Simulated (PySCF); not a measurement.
silylmethoxysilane (CH₈OSi₂), SMILES O(C[SiH3])[SiH3]. Coordinates come from a PBE-D3(BJ)/def2-SVP optimisation. The values are those of a single conformer.

Computed equilibrium geometry at PBE-D3(BJ)/def2-SVP (PySCF confirms it by a frequency run) as bond lengths and angles (one conformer of several):
Atoms: Si1 C2 O3 Si4 H5 H6 H7 H8 H9 H10 H11 H12. Bond lengths (Å): Si1–C2 1.916, Si1–H5 1.507, Si1–H6 1.502, Si1–H7 1.504, C2–O3 1.428, C2–H8 1.113, C2–H9 1.118, O3–Si4 1.684, Si4–H10 1.508, Si4–H11 1.497, Si4–H12 1.509. Angles (°): C2–Si1–H5 109.8, C2–Si1–H6 109.7, C2–Si1–H7 109.7, H5–Si1–H6 109.4, H5–Si1–H7 109.2, H6–Si1–H7 109.0, Si1–C2–O3 111.0, Si1–C2–H8 109.0, Si1–C2–H9 110.1, O3–C2–H8 108.3, O3–C2–H9 112.5, H8–C2–H9 105.8, C2–O3–Si4 122.8, O3–Si4–H10 112.0, O3–Si4–H11 105.8, O3–Si4–H12 110.3, H10–Si4–H11 110.0, H10–Si4–H12 108.0, H11–Si4–H12 110.7.
Charge 0, spin multiplicity 1.
